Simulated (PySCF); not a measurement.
Gas-phase reaction: GaH + C₂H₂ (acetylene) + 2 H₂ ⇌ GaH(CH₃)₂

Method: PySCF energies plus ideal-gas RRHO corrections (1 bar). † marks an energy on the PBE0/def2-TZVP geometry and frequencies; other levels use their own. MP2 and CCSD(T) freeze the core. 6-31G* has spherical d functions here. All species are closed-shell singlets. B3LYP is the form with VWN-RPA correlation. Ga: all electrons, no relativistic terms. Methyl groups turn as free rotors in GaH(CH₃)₂. GaH, GaH(CH₃)₂: computed as isolated molecules; such fragments, hydroxides, amides, oligomers or adducts are transient or little studied in the gas. MP2 isn't extrapolated to the basis-set limit; its ΔH°(298 K) is -437.6 kJ in def2-SVP and -441.6 kJ in def2-TZVPP. CCSD(T) isn't extrapolated to the basis-set limit; its ΔH°(298 K) is -412.7 kJ in def2-SVP and -422.5 kJ in def2-TZVPP. The harmonic model lacks anharmonicity and excited electronic states, which grow with temperature; levels with a mode under 35 cm⁻¹ are left out.

ΔH° and ΔS° at 298 K: B3LYP/6-31G* -400 kJ, -343 J/K; CCSD(T)/def2-SVP† -413 kJ, -341 J/K; HF/def2-TZVP† -378 kJ, -341 J/K; M06-2X/def2-TZVP† -415 kJ, -341 J/K; MP2/def2-TZVPP† -442 kJ, -341 J/K.

**Question.** With the heat capacities included, give log10 K (1 bar) at 500, 1000, 1600, 2000, 2500 K from B3LYP/6-31G*, CCSD(T)/def2-SVP†, HF/def2-TZVP†, M06-2X/def2-TZVP†, MP2/def2-TZVPP†.

**Answer.** 
```json
[
 {"T (K)": "500", "B3LYP/6-31G*": "23.6", "CCSD(T)/def2-SVP†": "25.1", "HF/def2-TZVP†": "21.5", "M06-2X/def2-TZVP†": "25.3", "MP2/def2-TZVPP†": "28.1"},
 {"T (K)": "1000", "B3LYP/6-31G*": "2.2", "CCSD(T)/def2-SVP†": "3.0", "HF/def2-TZVP†": "1.2", "M06-2X/def2-TZVP†": "3.1", "MP2/def2-TZVPP†": "4.5"},
 {"T (K)": "1600", "B3LYP/6-31G*": "-5.8", "CCSD(T)/def2-SVP†": "-5.2", "HF/def2-TZVP†": "-6.4", "M06-2X/def2-TZVP†": "-5.2", "MP2/def2-TZVPP†": "-4.3"},
 {"T (K)": "2000", "B3LYP/6-31G*": "-8.5", "CCSD(T)/def2-SVP†": "-7.9", "HF/def2-TZVP†": "-8.8", "M06-2X/def2-TZVP†": "-7.9", "MP2/def2-TZVPP†": "-7.2"},
 {"T (K)": "2500", "B3LYP/6-31G*": "-10.5", "CCSD(T)/def2-SVP†": "-10.0", "HF/def2-TZVP†": "-10.8", "M06-2X/def2-TZVP†": "-10.0", "MP2/def2-TZVPP†": "-9.4"}
]
```
